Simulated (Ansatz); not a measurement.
Species: C₂H₈ClSi₂ (charge 0, doublet). It need not be the lowest isomer of its formula. 
Geometry from a B3LYP-D3(BJ)/def2-TZVP (Ansatz, a first-principles code) optimisation:
```xyz
13

C     -1.8185     1.3462     0.3036
Si    -1.1693    -0.3164    -0.3013
C     -2.2426    -1.7424     0.3150
Si     1.0840    -0.5976     0.2466
Cl     2.1043     1.1004    -0.4025
H     -2.8190     1.5401    -0.0878
H     -1.1627     2.1576    -0.0134
H     -1.8761     1.3613     1.3963
H     -3.2664    -1.6390    -0.0502
H     -2.2776    -1.7541     1.4087
H     -1.8597    -2.7064    -0.0227
H      1.6801    -1.7703    -0.4340
H      1.3685    -0.7240     1.6997
```
Charge 0, spin multiplicity 2.

Atomisation energy built up term by term with Ansatz (kcal/mol; UHF references for open shells; valence terms freeze the core; atomic spin-orbit terms are left out). CBS marks a two-point X^-3 extrapolation of the correlation energy; Hartree-Fock from the larger set.

| term | basis | kcal/mol |
|---|---|---|
| Hartree-Fock | cc-pV(Q+d)Z | 815.03 |
| CCSD correlation | CBS(cc-pV(T+d)Z,cc-pV(Q+d)Z) | 236.03 |
| (T) | CBS(cc-pV(T+d)Z,cc-pV(Q+d)Z) | 13.77 |
| core correlation | cc-pwCVTZ | 2.26 |
| scalar relativity (X2C) | cc-pVTZ-DK against cc-pVTZ | -1.82 |
| sum: De |  | 1065.3 |

(T) makes 1.3 % of the CCSD(T) atomisation energy; under 5 % is typical of single-reference molecules.
